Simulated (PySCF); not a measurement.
Some computed properties have been withheld. Give your best values.

Compound: C7H6N2.
Structure used (GFN2-xTB), in Å, numbered top down from 1:
```xyz
15
C7H6N2 angstrom
C     -1.8986    0.5487    0.0345
C     -1.7794   -0.8484    0.0055
C     -0.5532   -1.4706   -0.0223
C      0.5717   -0.6504   -0.0209
N      1.9014   -0.9235   -0.0434
N      2.6406    0.1949   -0.0329
C      1.8145    1.2081   -0.0036
C      0.4663    0.7628    0.0065
C     -0.7936    1.3650    0.0351
H     -2.8869    0.9838    0.0567
H     -2.6778   -1.4477    0.0051
H     -0.4624   -2.5460   -0.0444
H      2.3543   -1.8219   -0.0644
H      2.1864    2.2130    0.0090
H     -0.8878    2.4401    0.0576
```

```csv
property,level,value
point group of the GFN2-xTB geometry,GFN2-xTB,Cs
"rotational constants A, B, C of the GFN2-xTB geometry",GFN2-xTB,"4.017, 1.662, 1.175 GHz"
dipole moment,PBE0/def2-SVPD,1.73 D
HOMO energy,PBE0/def2-SVPD,?
LUMO energy,PBE0/def2-SVPD,-0.91 eV
lowest singlet excitation,TDDFT PBE0/def2-SVPD,"4.87 eV (255 nm, f = 0.065)"
strongest line among the 8 lowest singlet transitions,TDDFT PBE0/def2-SVPD,?
lowest triplet excitation (Tamm–Dancoff),TDA PBE0/def2-SVPD,3.48 eV
static isotropic polarisability,PBE0/def2-SVPD,?
electronic spatial extent ⟨r²⟩ about the centre of nuclear charge,PBE0/def2-SVPD,?
13C chemical shifts (computed TMS as zero) by class,GIAO PBE0/pcSseg-1,"144.4 (C4), 137.7 (C7), 131.0 (C2), 129.1 (C8), 126.2 (C9), 125.6 (C1), 112.8 (C3) ppm"
1H chemical shifts (computed TMS as zero) by class,GIAO PBE0/pcSseg-1,"9.57 (H13), 8.12 (H14), 8.10 (H15), 7.67 (H11), 7.66 (H12), 7.50 (H10) ppm"
"isotropic shieldings of nuclei other than C and H, by class",GIAO PBE0/pcSseg-1,"-87 (N6), 69 (N5) ppm"
largest of the computed one-bond spin–spin couplings (means over like bonds),"B3LYP/pcJ-1, spin–dipole term left out","13C–1H +197.0 (C7–H14), 13C–1H +166.5 (C9–H15), 13C–1H +165.2 (C3–H12), 13C–1H +163.6 (C2–H11), 13C–1H +163.4 (C1–H10), 15N–1H -114.2 (N5–H13) Hz"
```

Electronic properties: PySCF, gas phase, density fitting.

Task: What is the strongest line among the 8 lowest singlet transitions?

Result: S5 at 6.47 eV (192 nm, f = 0.359).

Task: What is the static isotropic polarisability?

Result: 90.9 au.

Task: Give the electronic spatial extent ⟨r²⟩ about the centre of nuclear charge.

Result: 973 bohr².

Task: Give the HOMO energy.

Result: -6.58 eV.

The largest Löwdin shares of the HOMO are 0.19 on N5, 0.15 on C3, 0.15 on C9 and 0.13 on C7. The polarisability is 13.47 Å³ as a volume (1 au = 0.148185 Å³), or 1.47 au for each of the 62 electrons. With B = h/(8π²I), that is 505.379 GHz u Å² over I, the principal moments of inertia are 125.8, 304.2 and 430.0 u Å² (most abundant isotopes). The dipole equals about 5.8 × 10⁻³⁰ C·m (1 D = 3.33564 × 10⁻³⁰ C·m).
